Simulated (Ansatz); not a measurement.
Species: C4H3O2 (charge -1, singlet). It need not be the lowest isomer of its formula. Whether it binds its extra electron was not tested at this geometry. 
Coordinates optimised at B3LYP-D3(BJ)/def2-TZVP (Ansatz, a program for electronic structure):
```
C
C 1 1.3495
O 1 1.3867 2 132.60
H 3 0.9642 1 106.40 2 150.53
O 1 1.4112 2 116.85 3 -177.74
C 5 1.3753 1 103.10 2 -0.29
C 6 1.3623 5 109.17 1 0.62
H 6 1.0802 7 135.22 2 177.87
H 7 1.0863 6 122.98 8 -1.41
```
Charge -1, spin multiplicity 1.

Total electronic energies in hartree. Valence correlation only, unless marked. Spin-orbit coupling is left out. Non-relativistic. Basis-set limits of correlation are two-point, X^-3; Hartree-Fock from the larger set.

The Hartree-Fock reference is unstable (checked in the largest basis), which strains HF and MP2. 

```json
[
 {"level": "r2SCAN-D4/def2-TZVPD", "program": "Ansatz + dftd4", "energy (Eh)": "-304.56753"},
 {"level": "B3LYP-D4/def2-TZVPD", "program": "Ansatz + dftd4", "energy (Eh)": "-304.74148"},
 {"level": "PBE0/def2-QZVPP", "program": "Ansatz", "energy (Eh)": "-304.39788"},
 {"level": "BHLYP-D4/def2-TZVPD", "program": "Ansatz + dftd4", "energy (Eh)": "-304.55454"},
 {"level": "r2SCAN0/def2-TZVPD", "program": "Ansatz", "energy (Eh)": "-304.51771"},
 {"level": "HSE06/def2-TZVPD", "program": "Ansatz", "energy (Eh)": "-304.36810"},
 {"level": "B2GP-PLYP-D4/def2-TZVPD", "program": "Ansatz + dftd4", "energy (Eh)": "-304.43891"},
 {"level": "B2PLYP-D3(BJ)/def2-TZVPD", "program": "Ansatz + dftd3", "energy (Eh)": "-304.50138"},
 {"level": "MP2/6-31G*", "program": "Ansatz", "energy (Eh)": "-303.67471"},
 {"level": "RI-MP2/aug-cc-pVTZ", "program": "Ansatz", "energy (Eh)": "-304.08496"},
 {"level": "RI-MP2/cc-pVTZ", "program": "Ansatz", "energy (Eh)": "-304.04884"},
 {"level": "SCS-MP2/6-31G*", "program": "Ansatz", "energy (Eh)": "-303.64197"},
 {"level": "SCS-MP2/cc-pVQZ", "program": "Ansatz", "energy (Eh)": "-304.12917"},
 {"level": "CCSD/STO-3G", "program": "Ansatz", "energy (Eh)": "-299.13694"},
 {"level": "CCSD(T)/CBS(aug-cc-pVTZ,aug-cc-pVQZ)", "program": "Ansatz", "energy (Eh)": "-304.2678"}
]
```

Totals of different functionals don't rank their quality; only differences between species are comparable.
